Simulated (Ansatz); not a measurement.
Reaction (ligand exchange at the Si–O bond): `[OH][Al]([Br])[O][SiH3]` + `NBF` → `FBN[SiH3]` + `[OH][Al]([OH])[Br]`

Computed with Ansatz on PBE0-D4/def2-TZVP structures; ΔE is electronic, products minus reactants. CCSD(T)/CBS is the MP2 limit (def2-TZVPP, def2-QZVPP) plus CCSD(T) − MP2 in def2-TZVPP, frozen cores. This one scheme is used for every species. DFT in def2-TZVPP. B3LYP here is the variant with VWN-RPA as its local correlation; programs differ in this. HSE06 is defined as in plane-wave codes. For Br outer-core shells are correlated without core-valence functions, which leaves a few kJ/mol of doubt a bond. Scalar relativity is left out up to krypton. One conformer a species, not always the lowest.

```
             level  ΔE (kcal/mol)  difference from CCSD(T)/CBS
            PBE-D4           13.9                         -1.6
         revPBE-D4           13.2                         -2.3
           BLYP-D4           15.4                         -0.1
         r2SCAN-D4           15.5                          0.0
            B97M-V           16.5                          1.0
           PBE0-D4           14.9                         -0.6
          B3LYP-D4           16.2                          0.7
        r2SCANh-D4           15.7                          0.2
        r2SCAN0-D4           15.9                          0.4
          HSE06-D4           14.9                         -0.6
          BHLYP-D4           17.6                          2.1
           ωB97X-V           15.6                          0.1
           ωB97M-V           15.4                         -0.1
            B2PLYP           16.3                          0.8
          PBE-QIDH           15.5                          0.0
               PBE           14.0                         -1.5
            revPBE           14.0                         -1.5
              BLYP           15.8                          0.3
            r2SCAN           15.4                         -0.1
              PBE0           14.9                         -0.6
             B3LYP           16.4                          0.9
           r2SCANh           15.6                          0.1
           r2SCAN0           15.9                          0.4
             HSE06           14.8                         -0.7
             BHLYP           17.4                          1.9
RPA@PBE/def2-TZVPP           15.6                          0.1
      MP2/def2-SVP           16.5                          1.0
     CCSD/def2-SVP           16.8                          1.3
  CCSD(T)/def2-SVP           16.5                          1.0
     HF/def2-TZVPP           18.8                          3.3
    MP2/def2-TZVPP           15.6                          0.1
SCS-MP2/def2-TZVPP           16.3                          0.8
   CCSD/def2-TZVPP           16.2                          0.7
CCSD(T)/def2-TZVPP           15.7                          0.2
     HF/def2-QZVPP           19.1                          3.6
    MP2/def2-QZVPP           15.6                          0.1
SCS-MP2/def2-QZVPP           16.2                          0.7
      HF/CBS(def2)           19.1                          3.6
     MP2/CBS(def2)           15.4                         -0.1
    CCSD/CBS(def2)           16.0                          0.5
       CCSD(T)/CBS           15.5                            0
```

(1) What do rigid-rotor, harmonic-oscillator terms from PBE0-D4/def2-TZVP frequencies (298.15 K, 1 bar) make of the CCSD(T)/CBS value? (Estimate.)

Largest T1 diagnostic among the species: 0.012.

Answers

(1) Computed: ΔZPE = -0.5 kcal/mol, ΔH = +14.8 kcal/mol, ΔS = -21 J/(mol·K), ΔG = +16.3 kcal/mol. Modes under 50 cm⁻¹ make the entropy rough.

At CCSD(T), def2-SVP lies +1.0 kcal/mol from the extrapolated value and def2-TZVPP +0.2 kcal/mol. From BLYP to BHLYP (50 % exact exchange), in def2-TZVPP and without D4, ΔE moves by +1.7 kcal/mol.
